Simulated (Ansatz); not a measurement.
System: C$_{2}$H$_{4}$ClF, charge 0, singlet. C2H4ClF ((1S)-1-chloro-1-fluoroethane, SMILES C[C@@H](F)Cl).
B3LYP-D3(BJ)/def2-TZVP minimum from Ansatz (a first-principles code):
```xyz
8

C     -1.5139    -0.5734     0.2273
C     -0.0190    -0.4599     0.3423
F      0.5875    -1.3235    -0.5369
Cl     0.5405     1.2125    -0.0308
H     -1.8319    -0.3170    -0.7825
H     -1.8110    -1.6002     0.4478
H     -1.9976     0.0975     0.9356
H      0.3609    -0.6816     1.3376
```
Charge 0, spin multiplicity 1.

Total energies in hartree (Ansatz). Radicals and triplets start from unrestricted determinants; spin-orbit coupling is neglected. Cores are frozen in correlated methods. No relativity. Where a partner has so few electrons that a lower coupled-cluster level is exact, that level stands in.

| species | HF/cc-pV(T+d)Z | CCSD(T)/cc-pV(T+d)Z | HF/cc-pV(Q+d)Z | CCSD(T)/cc-pV(Q+d)Z | CCSD(T)/cc-pV(D+d)Z | CCSDT(Q)/cc-pV(D+d)Z |
|---|---|---|---|---|---|---|
| 1: C2H4ClF ((1S)-1-chloro-1-fluoroethane, SMILES C[C@@H](F)Cl) | -637.09025 | -637.94462 | -637.10734 | -638.02447 | -637.68152 | -637.68363 |
| 2: C (triplet) | -37.69157 | -37.78076 | -37.69331 | -37.78654 | -37.76038 | -37.76071 |
| 3: F (doublet) | -99.40552 | -99.62036 | -99.41377 | -99.65026 | -99.52757 | -99.52776 |
| 4: Cl (doublet) | -459.48556 | -459.67356 | -459.48916 | -459.69449 | -459.60403 | -459.60445 |
| 5: H (doublet) | -0.49981 | -0.49981 | -0.49995 | -0.49995 | -0.49928 | -0.49928 |

Problem. Work out the atomisation energy (electronic, to ground-state atoms) in kcal/mol: take Hartree-Fock from cc-pV(Q+d)Z, extrapolate the CCSD(T) correlation energy as X^-3 (X = 3, 4), and add CCSDT(Q) - CCSD(T) in cc-pV(D+d)Z. 1 hartree = 627.51 kcal/mol.

Solution. 
Species 1: correlation (64·(-0.91713) - 27·(-0.85437))/37 = -0.96293; step -0.00211; E1 = -637.10734 + (-0.96293) + (-0.00211) = -638.07238
Species 2: correlation (64·(-0.09323) - 27·(-0.08919))/37 = -0.09618; step -0.00033; E2 = -37.69331 + (-0.09618) + (-0.00033) = -37.78982
Species 3: correlation (64·(-0.23649) - 27·(-0.21484))/37 = -0.25229; step -0.00019; E3 = -99.41377 + (-0.25229) + (-0.00019) = -99.66625
Species 4: correlation (64·(-0.20533) - 27·(-0.18800))/37 = -0.21798; step -0.00042; E4 = -459.48916 + (-0.21798) + (-0.00042) = -459.70756
Species 5: correlation (64·(0.00000) - 27·(0.00000))/37 = 0.00000; step +0.00000; E5 = -0.49995 + (0.00000) + (+0.00000) = -0.49995
-1·E1 +2·E2 +1·E3 +1·E4 +4·E5 = 1.11913 hartree = 702.3 kcal/mol.
